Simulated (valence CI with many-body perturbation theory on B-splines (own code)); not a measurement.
The numbers below are computed, except where a source is named.
**Pr28+: what the settings do**

Level of theory: relativistic CI+MBPT: three valence electrons over a frozen Dirac-Fock core [Ar] 3d10, radial functions for each j: 6 s, 6 p, 5 d, 3 f, 1 g, with the one-electron correlation potential Σ1 (screened to all orders), the two-electron term Σ2, the three-electron term Σ3, Breit, model QED; selected single and double excitations, second order for the rest, scaled by the run's own slope (own B-spline code, finite nucleus).

The last digits are not significant, and no measured levels were compared; by estimate large intervals hold to a few tenths of a per cent, small ones and those within an open d or f shell to about a per cent.

The reference run has the lowest level (4s^2 4p1/2) J=1/2 and an ionisation energy of 1029.17 eV. Its largest variational space holds 3061 state functions.

Levels are named by their leading jj configuration (3d3/2^4 stands for four electrons in 3d with j = 3/2), which in mixed levels can hold well under half, so a name can repeat and another be missing. Letters in brackets count levels of one name in rising energy.

```tsv
Level	Reference (cm⁻¹)	Shift (cm⁻¹)
(4s^2 4p3/2) J=3/2	230778	-225
(4s 4p1/2^2) J=1/2	488861	-940
(4s 4p1/2 4p3/2) J=3/2 [a]	657802	-2016
(4s 4p1/2 4p3/2) J=5/2	701282	-1339
(4s 4p1/2 4p3/2) J=3/2 [b]	768534	+210
(4s 4p1/2 4p3/2) J=1/2	796243	+2597
(4s 4p3/2^2) J=5/2	914992	-1605
(4s 4p3/2^2) J=1/2	1027530	+1133
(4s 4p3/2^2) J=3/2	1029460	+2474
(4s^2 4d3/2) J=3/2	1119470	+3117
(4s^2 4d5/2) J=5/2	1158370	+2768
(4p1/2^2 4p3/2) J=3/2	1276440	+1169
```

The ionisation energy moves by +0.08 eV.

Question: Which of these changes was made?
A. scale of Σ2 1 → 0.5
B. Breit term on → off
C. box radius (bohr) 3.952 → 6.76

Answer: A. scale of Σ2 1 → 0.5.
